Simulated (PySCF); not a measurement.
## Ionisation energy of N²⁺ by level of theory

N²⁺ [He] 2s2 2p1 (2P) → N³⁺ [He] 2s2 (1S), as a difference of total energies. Calculation: PySCF 2.14, in dyall-acv3z (15s9p4d2f, 76 functions); the spin-free X2C one-electron Hamiltonian (Gaussian nucleus). Correlated levels: valence and next inner shell: nothing frozen; virtual orbitals above 40 to 60 times the deepest correlated orbital energy dropped. The calculations carry no spin-orbit coupling.

| method | ionisation energy (eV) | plus first-order spin-orbit estimate | difference from reference of that sum (eV) |
| --- | --- | --- | --- |
| UHF | 47.295 | 47.310 | -0.135 |
| MP2 (valence and next inner shell) | 47.523 | 47.537 | +0.092 |
| SCS-MP2 (valence and next inner shell) | 47.452 | 47.467 | +0.022 |
| CCSD (valence and next inner shell) | 47.298 | 47.312 | -0.133 |
| CCSD(T) (valence and next inner shell) | 47.320 | 47.335 | -0.110 |

Reference: 47.445 eV (semi-empirical (NIST evaluation); NIST Atomic Spectra Database, ionization energies).

A first-order spin-orbit estimate (lowest level to lowest level, LS coupling) adds 0.015 eV.

Errors of the correlated levels include the incompleteness of this basis.

The coupled-cluster amplitudes are large for N³⁺ (T1 above 0.03 or a double amplitude above 0.15), so a single reference is strained.
